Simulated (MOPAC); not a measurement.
Input file for MOPAC: PM7 on CH8Si (a complex), monomers drawn apart or pushed together.

```
PM7 1SCF PRECISE CHARGE=0 THREADS=1
CH8Si

C      0.04923857 1    -0.11821289 1    -0.08035271 1
H     -0.18798148 1     0.90473633 1     0.20852291 1
H      1.02349754 1    -0.39274876 1     0.32162086 1
H     -0.70970760 1    -0.79264067 1     0.31376523 1
H      0.07115905 1    -0.19236641 1    -1.16675698 1
Si    -0.08790417 1     0.21189438 1     5.18254204 1
H      0.61819585 1     1.39168879 1     4.63568658 1
H     -0.12499972 1     0.30201371 1     6.66009778 1
H      0.62572094 1    -1.02125871 1     4.78306933 1
H     -1.47101242 1     0.17558736 1     4.65771136 1
```

Output:

```
*******************************************************************************
 **                                                                           **
 **                              MOPAC v23.2.5                                **
 **                                                                           **
 *******************************************************************************
 ** MOPAC's Digital Object Identifier: https://doi.org/10.5281/zenodo.6511958 **
 **                                                                           **
 ** Please cite the open-source release paper for use of this MOPAC version:  **
 ** J. E. Moussa and J. J. P. Stewart (2026)                                  **
 ** MOPAC: An open-source semiempirical molecular orbital program             **
 ** J. Open Source Softw., 11(119), 8025, https://doi.org/10.21105/joss.08025 **
 *******************************************************************************

                              PM7 CALCULATION RESULTS

 *******************************************************************************
 *  PM7        - The PM7 Hamiltonian to be used
 *
 *
 *
 *                 CHARGE ON SYSTEM = 0
 *
 *
 *
 *  PRECISE    - TIGHTER CRITERIA TO BE USED
 *  1SCF       - DO 1 SCF AND THEN STOP
 *  THREADS=1  - MULTI-THREADING NOT USED
 *  T=         - A TIME OF 172800.0 SECONDS REQUESTED
 *  DUMP=N     - RESTART FILE WRITTEN EVERY 7200.0 SECONDS REQUESTED
 *******************************************************************************
PM7 1SCF PRECISE CHARGE=0 THREADS=1
 CH8Si

   ATOM   CHEMICAL          X               Y               Z
  NUMBER   SYMBOL      (ANGSTROMS)     (ANGSTROMS)     (ANGSTROMS)

     1       C          0.04923857  *  -0.11821289  *  -0.08035271  *
     2       H         -0.18798148  *   0.90473633  *   0.20852291  *
     3       H          1.02349754  *  -0.39274876  *   0.32162086  *
     4       H         -0.70970760  *  -0.79264067  *   0.31376523  *
     5       H          0.07115905  *  -0.19236641  *  -1.16675698  *
     6      Si         -0.08790417  *   0.21189438  *   5.18254204  *
     7       H          0.61819585  *   1.39168879  *   4.63568658  *
     8       H         -0.12499972  *   0.30201371  *   6.66009778  *
     9       H          0.62572094  *  -1.02125871  *   4.78306933  *
    10       H         -1.47101242  *   0.17558736  *   4.65771136  *



          CARTESIAN COORDINATES

    NO.       ATOM           X           Y           Z

     1         C          0.0492     -0.1182     -0.0804
     2         H         -0.1880      0.9047      0.2085
     3         H          1.0235     -0.3927      0.3216
     4         H         -0.7097     -0.7926      0.3138
     5         H          0.0712     -0.1924     -1.1668
     6        Si         -0.0879      0.2119      5.1825
     7         H          0.6182      1.3917      4.6357
     8         H         -0.1250      0.3020      6.6601
     9         H          0.6257     -1.0213      4.7831
    10         H         -1.4710      0.1756      4.6577

 General Reference for PM7:
 "Optimization of Parameters for Semiempirical Methods VI: More Modifications to the
 NDDO Approximations and Re-optimization of Parameters", J. J. P. Stewart, J. Mol. Mod., 1:32, 19 (2013)
 https://link.springer.com/article/10.1007/s00894-012-1667-x

           Empirical Formula: C H8 Si  =    10 atoms



      MOLECULAR POINT GROUP   :   C3


      RHF CALCULATION, NO. OF DOUBLY OCCUPIED LEVELS = 8


 -------------------------------------------------------------------------------
 PM7 1SCF PRECISE CHARGE=0 THREADS=1
 CH8Si



     1SCF WAS SPECIFIED, SO BFGS WAS NOT USED
     SCF FIELD WAS ACHIEVED


                              PM7 CALCULATION
                                                       MOPAC v23.2.5 Linux




          FINAL HEAT OF FORMATION =         -1.04484 KCAL/MOL =      -4.37161 KJ/MOL


          COSMO AREA              =        133.03 SQUARE ANGSTROMS
          COSMO VOLUME            =        111.05 CUBIC ANGSTROMS

          IONIZATION POTENTIAL    =         12.463708 EV
          HOMO LUMO ENERGIES (EV) =        -12.464  2.486
          NO. OF FILLED LEVELS    =          8
          MOLECULAR WEIGHT        =         48.1597         POINT GROUP:  C3

          MOLECULAR DIMENSIONS (Angstroms)

            Atom       Atom       Distance
            H     8    H     5     7.84491
            H    10    H     9     2.41753
            H     7    H     4     2.37046


          SCF CALCULATIONS        =          1





   ATOM   CHEMICAL          X               Y               Z
  NUMBER   SYMBOL      (ANGSTROMS)     (ANGSTROMS)     (ANGSTROMS)

     1       C          0.04923857  *  -0.11821289  *  -0.08035271  *
     2       H         -0.18798148  *   0.90473633  *   0.20852291  *
     3       H          1.02349754  *  -0.39274876  *   0.32162086  *
     4       H         -0.70970760  *  -0.79264067  *   0.31376523  *
     5       H          0.07115905  *  -0.19236641  *  -1.16675698  *
     6      Si         -0.08790417  *   0.21189438  *   5.18254204  *
     7       H          0.61819585  *   1.39168879  *   4.63568658  *
     8       H         -0.12499972  *   0.30201371  *   6.66009778  *
     9       H          0.62572094  *  -1.02125871  *   4.78306933  *
    10       H         -1.47101242  *   0.17558736  *   4.65771136  *

                             CARTESIAN COORDINATES

   1    C        0.049238570    -0.118212890    -0.080352710
   2    H       -0.187981480     0.904736330     0.208522910
   3    H        1.023497540    -0.392748760     0.321620860
   4    H       -0.709707600    -0.792640670     0.313765230
   5    H        0.071159050    -0.192366410    -1.166756980
   6   Si       -0.087904170     0.211894380     5.182542040
   7    H        0.618195850     1.391688790     4.635686580
   8    H       -0.124999720     0.302013710     6.660097780
   9    H        0.625720940    -1.021258710     4.783069330
  10    H       -1.471012420     0.175587360     4.657711360


           Empirical Formula: C H8 Si  =    10 atoms



      MOLECULAR POINT GROUP   :   C3


                  EIGENVALUES
 -24.93291 -18.61065 -13.70231 -13.70185 -13.69886 -12.47258 -12.47230 -12.46371
   2.48593   2.49585   2.49615   5.89602   5.89839   5.89856   7.38011   8.09919
  20.43596  20.43603  21.27242  21.27253  21.27378


              NET ATOMIC CHARGES AND DIPOLE CONTRIBUTIONS

  ATOM NO.   TYPE          CHARGE      No. of ELECS.   s-Pop       p-Pop       d-Pop
    1          C          -0.602675        4.6027     1.04682     3.55585
    2          H           0.150708        0.8493     0.84929
    3          H           0.150706        0.8493     0.84929
    4          H           0.150708        0.8493     0.84929
    5          H           0.150575        0.8494     0.84942
    6         Si          -0.017421        4.0174     0.93833     2.98499     0.09410
    7          H           0.004387        0.9956     0.99561
    8          H           0.004238        0.9958     0.99576
    9          H           0.004384        0.9956     0.99562
   10          H           0.004390        0.9956     0.99561
 DIPOLE           X         Y         Z       TOTAL
 POINT-CHG.    -0.000    -0.000    -0.002     0.002
 HYBRID         0.000    -0.000    -0.003     0.003
 SUM            0.000    -0.000    -0.005     0.005


          ATOMIC ORBITAL ELECTRON POPULATIONS

     Atom    s        px        py        pz      x^2-y^2     xz        z^2       yz        xy
    1  C   1.04682   1.18527   1.18524   1.18534
    2  H   0.84929
    3  H   0.84929
    4  H   0.84929
    5  H   0.84942
    6 Si   0.93833   0.99501   0.99501   0.99497   0.02014   0.01120   0.03114   0.00997   0.02165
    7  H   0.99561
    8  H   0.99576
    9  H   0.99562
   10  H   0.99561

 **********************
 *                    *
 * JOB ENDED NORMALLY *
 *                    *
 **********************




 == MOPAC DONE ==
```

The run finished.

Cost: about 0.04 core-seconds (a rough figure).
